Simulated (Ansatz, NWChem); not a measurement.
## Abstraction of Cl: InHCl2 + BCl2 → InHCl + BCl3

Gas-phase species: InHCl2 `[Cl][InH][Cl]`, singlet; BCl2 `Cl[B]Cl`, doublet; InHCl `[Cl][InH]`, doublet; BCl3 (boron trichloride) `ClB(Cl)Cl`, singlet. A radical takes Cl: the energy is the difference in strength between the In–Cl bond broken and the B–Cl bond made.

Shapes, held fixed at every level: PBE0-D4/def2-TZVP. Programs: Ansatz 0.2.0, NWChem 7.3.0. The zero-point and thermal change to 298 K, harmonic and unscaled (PBE0-D4/def2-TZVP), is -0.3 kJ/mol.

```
              level                    kind  ΔH(298 K) (kJ/mol)  less CCSD(T)/def2-TZVPP
        HF/def2-SVP            Hartree–Fock               -95.4                    +13.1
   SPW92/def2-TZVPP                     LDA              -133.6                    -25.1
B3LYP-D4/def2-TZVPP           global hybrid              -118.7                    -10.2
 wB97M-V/def2-TZVPP  range-separated hybrid              -118.6                    -10.1
 wB97X-V/def2-TZVPP  range-separated hybrid              -106.9                     +1.6
  B2PLYP/def2-TZVPP           double hybrid              -112.9                     -4.4
   CCSD(T)/def2-SVP   coupled cluster or CI              -120.7                    -12.2
 CCSD(T)/def2-TZVPP   coupled cluster or CI              -108.5                      0.0
```

The highest level, CCSD(T)/def2-TZVPP, gives ΔH(298 K) = -108.5 kJ/mol; the levels span -133.6 to -95.4. The column of differences is taken from that level and isn't an error. No measured value is set beside it here. Open shells run unrestricted. For atoms past krypton def2 sets carry core potentials with scalar relativity. Outer-core shells of In are correlated, in sets that cover them unevenly.
